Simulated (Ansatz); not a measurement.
System: HgF$_{2}$, charge 0, multiplicity 1. SMILES: [F][Hg][F]
Geometry from a B3LYP-D3(BJ)/def2-TZVP (Ansatz, an electronic-structure program) optimisation:
```xyz
3

F      0.0000     0.0000    -1.9351
Hg     0.0000     0.0000     0.0000
F      0.0000     0.0000     1.9351
```

Property: vertical ionisation energy (to the doublet state of charge +1; each state is the SCF solution reached for its spin), in eV. Correlated levels leave the core frozen unless marked. Open shells are spin-unrestricted. Spin-orbit coupling is left out. The frozen core is the preceding noble-gas configuration, with the filled d and f shells of earlier blocks. In def2 rows, elements after Kr have scalar-relativistic effective core potentials. 

| level | program | vertical ionisation energy (eV) |
|---|---|---|
| SVWN5/def2-TZVPD | Ansatz | 12.67 |
| PBE/def2-TZVPD | Ansatz | 12.30 |
| r2SCAN/def2-TZVPD | Ansatz | 12.48 |
| B3LYP/def2-TZVPD | Ansatz | 12.86 |
| PBE0/def2-TZVPD | Ansatz | 12.85 |
| BHLYP/def2-TZVPD | Ansatz | 13.20 |
| CAM-B3LYP/def2-TZVPD | Ansatz | 13.26 |
| wB97M-V/def2-TZVPD | Ansatz | 13.27 |
| wB97X-V/def2-TZVPD | Ansatz | 13.26 |
| CCSD/def2-SVPD | Ansatz | 13.40 |
| CCSD/def2-TZVPPD | Ansatz | 13.35 |
| CCSD(T)/def2-SVPD | Ansatz | 13.39 |
| CCSD(T)/def2-TZVPPD | Ansatz | 13.40 |
